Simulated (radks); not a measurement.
Q: The mean radii <r> (bohr) of the occupied orbitals of an atom or ion are listed with their occupations. All-electron calculation, Dirac Kohn-Sham, RPBE, spin-unpolarised, spherical densities, point nucleus. Program: a radial shooting solver on a logarithmic mesh with Libxc functionals.

orbital  occ.      <r>
1s1/2       2  0.01773
2s1/2       2  0.07424
2p1/2       2  0.06130
2p3/2       4  0.06950
3s1/2       2   0.1933
3p1/2       2   0.1835
3p3/2       4   0.1986
3d3/2       4   0.1734
3d5/2       6   0.1781
4s1/2       2   0.4316
4p1/2       2   0.4357
4p3/2       4   0.4692
4d3/2       4   0.4824
4d5/2       6   0.4937
5s1/2       2    1.008
5p1/2       2    1.101
4f5/2       6   0.5527
4f7/2       8   0.5609
5p3/2       4    1.202
5d3/2       4    1.722
5d5/2       2    1.790
6s1/2       1    2.800

Name the element and its charge. Open shells, if any, fill j = l - 1/2 first.

A: Z = 76, osmium, charge +1: Os+ in [Xe] 4f14 5d6 6s1. The 1s radius gives Z: for a bare nucleus <r> = (2 gamma + 1)/(2Z) with gamma = sqrt(1 - (Z/c)^2), 0.01753 bohr for Z = 76, and screening makes it slightly larger (0.01773 here). The occupations add up to 75, and the charge is Z minus that.
